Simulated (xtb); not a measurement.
xtb input (GFN2-xTB):

```bash
xtb mol.xyz --gfn 2 --ohess tight --chrg 1 --uhf 0
```
mol.xyz:
```
19

C     -0.30449237    -1.28575090    -0.81057652
C     -0.33320406    -0.11826097     0.20004554
C     -1.12207851     1.07764693    -0.42492877
C     -0.99852656    -0.56760963     1.49470194
O      1.04066192     0.26002112     0.57363911
C      1.86545450     0.77518951    -0.45732194
H      0.33001013    -2.05950714    -0.49419952
H     -1.33610316    -1.62285703    -1.02652846
H      0.10533112    -0.93073283    -1.76919337
H     -0.72450064     1.41542383    -1.33547458
H     -2.16771943     0.88568167    -0.54659910
H     -1.00633495     1.93890502     0.26314071
H     -1.99972543    -0.85864679     1.27752359
H     -0.97092032     0.24202248     2.19559994
H     -0.46066371    -1.36977345     1.92044794
H      2.01688465     0.00875572    -1.22034307
H      1.45236804     1.67028630    -0.93008598
H      2.81654728     1.03000620    -0.00828128
H      1.43472204    -0.37744678     1.19238296
```

Output:

```
           -------------------------------------------------
          |                Calculation Setup                |
           -------------------------------------------------

           -------------------------------------------------
          |                 G F N 2 - x T B                 |
           -------------------------------------------------

        Reference                      10.1021/acs.jctc.8b01176
      * Hamiltonian:
        H0-scaling (s, p, d)           1.850000    2.230000    2.230000
        zeta-weighting                 0.500000
      * Dispersion:
        s8                             2.700000
        a1                             0.520000
        a2                             5.000000
        s9                             5.000000
      * Repulsion:
        kExp                           1.500000    1.000000
        rExp                           1.000000
      * Coulomb:
        alpha                          2.000000
        third order                    shell-resolved
        anisotropic                    true
        a3                             3.000000
        a5                             4.000000
        cn-shift                       1.200000
        cn-exp                         4.000000
        max-rad                        5.000000

          ...................................................
          :                      SETUP                      :
          :.................................................:
          :  # basis functions                  37          :
          :  # atomic orbitals                  37          :
          :  # shells                           25          :
          :  # electrons                        38          :
          :  max. iterations                   250          :
          :  Hamiltonian                  GFN2-xTB          :
          :  restarted?                      false          :
          :  GBSA solvation                  false          :
          :  PC potential                    false          :
          :  electronic temp.          300.0000000     K    :
          :  accuracy                    1.0000000          :
          :  -> integral cutoff          0.2500000E+02      :
          :  -> integral neglect         0.1000000E-07      :
          :  -> SCF convergence          0.1000000E-05 Eh   :
          :  -> wf. convergence          0.1000000E-03 e    :
          :  Broyden damping             0.4000000          :
          :  net charge                          1          :
          :  unpaired electrons                  0          :
          ...................................................

 iter      E             dE          RMSdq      gap      omega  full diag
   1    -21.1720543 -0.211721E+02  0.299E+00    9.72       0.0  T
   2    -21.2190304 -0.469761E-01  0.212E+00    8.98       1.0  T
   3    -21.2226268 -0.359636E-02  0.109E+00    8.89       1.0  T
   4    -21.2241635 -0.153672E-02  0.197E-01    8.58       1.0  T
   5    -21.2243839 -0.220338E-03  0.767E-02    8.65       1.0  T
   6    -21.2243880 -0.415960E-05  0.220E-02    8.68       1.0  T
[...]
eigval :       62.27   149.18   203.64   216.96   250.85   261.23
eigval :      315.64   336.64   395.96   417.83   462.53   610.95
eigval :      776.35   826.47   943.40   948.61   970.34   980.49
eigval :     1020.36  1028.26  1069.44  1110.61  1129.19  1214.25
eigval :     1266.09  1293.42  1387.37  1405.64  1409.70  1424.22
eigval :     1429.62  1436.70  1458.14  1458.98  1466.42  1479.72
eigval :     1484.14  1487.59  3034.15  3034.24  3037.99  3043.63
eigval :     3053.54  3054.79  3056.55  3060.25  3069.65  3071.11
eigval :     3072.70  3078.60  3278.53
 reduced masses (amu)
   1:  9.44   2:  9.35   3: 10.47   4: 11.19   5: 10.87   6:  9.28   7:  6.84   8:  1.44
   9:  2.24  10:  3.72  11:  3.40  12:  5.19  13:  8.44  14:  8.78  15:  8.99  16:  8.17
  17:  8.95  18: 11.54  19:  3.35  20:  9.49  21:  4.98  22:  4.67  23:  3.03  24: 11.99
  25:  4.21  26:  4.43  27:  3.34  28:  4.49  29:  6.13  30:  4.85  31:  9.40  32:  8.00
  33:  2.37  34:  3.17  35:  3.12  36:  2.42  37:  1.94  38:  1.65  39:  1.60  40:  1.59
  41:  1.55  42:  1.60  43:  1.61  44:  1.54  45:  1.76  46:  1.67  47:  1.74  48:  1.77
  49:  1.89  50:  1.77  51:  1.78  52:  1.96  53:  1.78  54:  1.51  55:  1.53  56:  1.60
  57:  1.87
 IR intensities (km·mol⁻¹)
   1:  1.00   2:  0.37   3: 10.34   4: 10.92   5:  8.21   6:  6.43   7:  4.81   8:  0.33
   9:  0.38  10:  0.08  11:  1.76  12:  0.70  13:  2.64  14:  0.06  15:  1.48  16:  7.30
  17:  0.44  18: 91.00  19:133.97  20: 19.25  21:  3.38  22:  4.99  23:  0.81  24: 41.20
  25:  8.14  26:  2.36  27: 47.44  28: 11.01  29: 93.28  30: 56.20  31: 35.75  32: 54.33
  33: 12.24  34: 34.70  35: 40.41  36: 24.88  37: 24.61  38: 17.13  39:  0.77  40:  0.25
  41:  6.79  42: 17.75  43: 10.41  44: 18.22  45:  1.30  46:  1.90  47: 19.68  48:  2.44
  49:  3.77  50:  0.24  51:  8.26  52: 11.32  53:  2.16  54:  0.33  55:  1.93  56:  0.14
  57: 68.27
 Raman intensities (Ä⁴*amu⁻¹)
   1:  0.00   2:  0.00   3:  0.00   4:  0.00   5:  0.00   6:  0.00   7:  0.00   8:  0.00
   9:  0.00  10:  0.00  11:  0.00  12:  0.00  13:  0.00  14:  0.00  15:  0.00  16:  0.00
  17:  0.00  18:  0.00  19:  0.00  20:  0.00  21:  0.00  22:  0.00  23:  0.00  24:  0.00
  25:  0.00  26:  0.00  27:  0.00  28:  0.00  29:  0.00  30:  0.00  31:  0.00  32:  0.00
  33:  0.00  34:  0.00  35:  0.00  36:  0.00  37:  0.00  38:  0.00  39:  0.00  40:  0.00
  41:  0.00  42:  0.00  43:  0.00  44:  0.00  45:  0.00  46:  0.00  47:  0.00  48:  0.00
  49:  0.00  50:  0.00  51:  0.00  52:  0.00  53:  0.00  54:  0.00  55:  0.00  56:  0.00
  57:  0.00
 output can be read by thermo (or use thermo option).
 writing <g98.out> molden fake output.
Molecule has no symmetry elements
It seems to be the C1 point group
 recommended (thermochemical) frequency scaling factor: 1.0
           -------------------------------------------------
          |             Thermodynamic Functions             |
           -------------------------------------------------

c1  symmetry found (for desy threshold:  0.10E+00) used in thermo

          ...................................................
          :                      SETUP                      :
          :.................................................:
          :  # frequencies                          51      :
          :  # imaginary freq.                       0      :
          :  linear?                             false      :
          :  only rotor calc.                    false      :
          :  symmetry                               c1      :
          :  rotational number                       1      :
          :  scaling factor                  1.0000000      :
          :  rotor cutoff                   50.0000000 cm⁻¹ :
          :  imag. cutoff                  -20.0000000 cm⁻¹ :
          :.................................................:

    mode    ω/cm⁻¹     T·S(HO)/kcal·mol⁻¹    T·S(FR)/kcal·mol⁻¹   T·S(vib)
   ------------------------------------------------------------------------
       1     62.27    -1.30707 ( 70.64%)    -0.99107 ( 29.36%)    -1.21428
       2    149.18    -0.79982 ( 98.75%)    -0.73251 (  1.25%)    -0.79898
       3    203.64    -0.62611 ( 99.64%)    -0.64039 (  0.36%)    -0.62616
       4    216.96    -0.59163 ( 99.72%)    -0.62162 (  0.28%)    -0.59171
       5    250.85    -0.51419 ( 99.84%)    -0.57865 (  0.16%)    -0.51429
       6    261.23    -0.49301 ( 99.87%)    -0.56664 (  0.13%)    -0.49311
   ------------------------------------------------------------------------

   temp. (K)  partition function   enthalpy   heat capacity  entropy
                                   cal/mol     cal/K/mol   cal/K/mol   J/K/mol
 298.15  VIB   107.                 3686.898     25.361     21.333
         ROT  0.161E+06              888.752      2.981     26.805
         INT  0.172E+08             4575.650     28.342     48.138
         TR   0.814E+27             1481.254      4.968     39.358
         TOT                        6056.9039    33.3100    87.4959   366.0830

       T/K    H(0)-H(T)+PV         H(T)/Eh          T*S/Eh         G(T)/Eh
   ------------------------------------------------------------------------
    298.15    0.965229E-02    0.181733E+00    0.415721E-01    0.140161E+00
   ------------------------------------------------------------------------

         :::::::::::::::::::::::::::::::::::::::::::::::::::::
         ::                  THERMODYNAMIC                  ::
         :::::::::::::::::::::::::::::::::::::::::::::::::::::
         :: total free energy         -20.811529795857 Eh   ::
         ::.................................................::
         :: total energy              -20.951691134283 Eh   ::
         :: zero point energy           0.172081195260 Eh   ::
         :: G(RRHO) w/o ZPVE           -0.031919856834 Eh   ::
         :: G(RRHO) contrib.            0.140161338426 Eh   ::
         :::::::::::::::::::::::::::::::::::::::::::::::::::::

optimized geometry written to: xtbopt.xyz

           -------------------------------------------------
          | TOTAL ENERGY              -20.951691134283 Eh   |
          | TOTAL ENTHALPY            -20.769957648340 Eh   |
          | TOTAL FREE ENERGY         -20.811529795857 Eh   |
          | GRADIENT NORM               0.000495526703 Eh/α |
          | HOMO-LUMO GAP               8.223224469711 eV   |
           -------------------------------------------------

------------------------------------------------------------------------
------------------------------------------------------------------------
 total:
 SCF:
Note: The following floating-point exceptions are signalling: IEEE_UNDERFLOW_FLAG IEEE_DENORMAL
normal termination of xtb
 ANC optimizer:
 analytical hessian:
```

It need not be the lowest isomer of its formula.
